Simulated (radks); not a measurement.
The numbers below are computed, except where a source is named.
Species: Bi15+. Configuration: [Xe] 4f14. Level of theory: scalar-relativistic Kohn-Sham, LB94 model potential, spin-polarised, spherical densities, finite nucleus; Fermi nuclear charge, rms radius 5.5211 fm (a radial shooting solver on a logarithmic mesh with Libxc functionals).

Normalised radial functions P(r) = r R(r), r in bohr:

r,5s,5d
0.0006069,0.0746,0.0000
0.0007966,0.0910,0.0000
0.001046,0.1104,0.0000
0.001373,0.1326,0.0000
0.001802,0.1577,0.0001
0.002365,0.1846,0.0002
0.003079,0.2111,0.0003
0.004042,0.2355,0.0007
0.005305,0.2524,0.0014
0.006963,0.2544,0.0028
0.00914,0.2320,0.0057
0.012,0.1746,0.0115
0.01575,0.0742,0.0226
0.02067,-0.0677,0.0433
0.02713,-0.2298,0.0797
0.03561,-0.3609,0.1394
0.04637,-0.3839,0.2246
0.06086,-0.2282,0.3341
0.07989,0.1060,0.4340
0.1049,0.4589,0.4572
0.1376,0.5358,0.3187
0.1807,0.1358,-0.0171
0.2371,-0.5197,-0.4381
0.3113,-0.7965,-0.6702
0.4086,-0.2589,-0.4564
0.5363,0.7406,0.1858
0.7039,1.3521,0.8888
0.9166,1.1841,1.1931
1.203,0.6023,0.9623
1.579,0.1696,0.4691
2.073,0.0232,0.1260
2.721,0.0013,0.0160

5s: eigenvalue -450.60 eV, 4 radial nodes at r = 0.0183, 0.0740, 0.191, 0.440 bohr, <r> = 0.789 bohr, 90 % of the charge inside 1.11 bohr. 5d (empty): eigenvalue -298.96 eV, 2 radial nodes at r = 0.179, 0.501 bohr, <r> = 0.987 bohr, 90 % of the charge inside 1.41 bohr.
